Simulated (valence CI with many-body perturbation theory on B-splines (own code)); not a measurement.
## Which ion has this spectrum?

A relativistic CI+MBPT calculation for an atom or ion with 34 electrons gives these levels (cm⁻¹):

| J | Parity | E | g |
| --- | --- | --- | --- |
| 2 | even | 0 | 1.34 |
| 0 | even | 80162 |  |
| 1 | even | 1137771 | 1.50 |
| 2 | even | 1177812 | 1.15 |
| 2 | odd | 1411308 | 1.05 |
| 0 | odd | 1438132 |  |
| 1 | odd | 1440899 | 1.13 |
| 3 | odd | 1446996 | 1.10 |
| 4 | odd | 1670741 | 1.26 |
| 2 | odd | 1692112 | 1.26 |
| 3 | odd | 1795414 | 1.19 |
| 1 | odd | 1828433 | 1.06 |
| 2 | odd | 2103114 | 1.47 |
| 1 | odd | 2210765 | 1.17 |

The energies are calculated, and their last digits are not significant.

Q: Which is it?
A. Au45+
B. Tl47+
C. Hg46+
D. Pb48+

A: C. Hg46+, ground level (4s^2 4p1/2^2 4p3/2^2) J=2.
